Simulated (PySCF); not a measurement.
**Two-component Hartree-Fock for Mg³⁺ (magnesium, charge +3)**

Start: [He] 2s2 2p5; 2p1/2 filled at m_j = -1/2, +1/2; 2p3/2 filled at m_j = -1/2, +1/2, +3/2. Calculated with PySCF 2.14 in an even-tempered Gaussian basis (19 s from 0.21 bohr⁻², ratio 2.4; 12 p from 0.27 bohr⁻², ratio 2.4; 6 d from 3 bohr⁻², ratio 2.6; 5 f from 4.5 bohr⁻², ratio 2.6): generalised Hartree-Fock with the X2C-1e Hamiltonian and a Gaussian nucleus; one run each with spin-orbit coupling (SO) switched off, then screened by Boettger's factors.

```json
{"spinor shell": "1s1/2", "electrons": "2", "ε, spin-free (eV)": "-1393.6", "ε, screened SO (eV)": "-1393.5", "weight of nominal j (screened SO)": "1.000", "rms radius, screened SO (bohr)": "0.151"}
{"spinor shell": "2s1/2", "electrons": "2", "ε, spin-free (eV)": "-150.06", "ε, screened SO (eV)": "-150.05", "weight of nominal j (screened SO)": "1.000", "rms radius, screened SO (bohr)": "0.729"}
{"spinor shell": "2p1/2", "electrons": "2", "ε, spin-free (eV)": "-112.64", "ε, screened SO (eV)": "-112.70", "weight of nominal j (screened SO)": "0.648", "rms radius, screened SO (bohr)": "0.715"}
{"spinor shell": "2p3/2", "electrons": "3", "ε, spin-free (eV)": "-112.64", "ε, screened SO (eV)": "-112.62", "weight of nominal j (screened SO)": "0.766", "rms radius, screened SO (bohr)": "0.716"}
```

```
   quantity   spin-free  screened SO
E (hartree)  -196.24966   -196.25342
        M_J         3/2          3/2
       ⟨J²⟩       3.752        3.752
       ⟨L²⟩       2.001        2.001
       ⟨S²⟩       0.751        0.751
```

Each row is a mean over spinors that exchange with the open shell spreads, by up to 7.889 eV (2s1/2).

Rows whose weight is well below 1 are mixtures of j = l ± 1/2: exchange outweighs spin-orbit coupling there, and the label is only the starting occupation.

Without spin-orbit coupling the j labels of p, d and f shells carry no meaning; the spin-free column gives the mean over the occupied spinors of each nl shell.
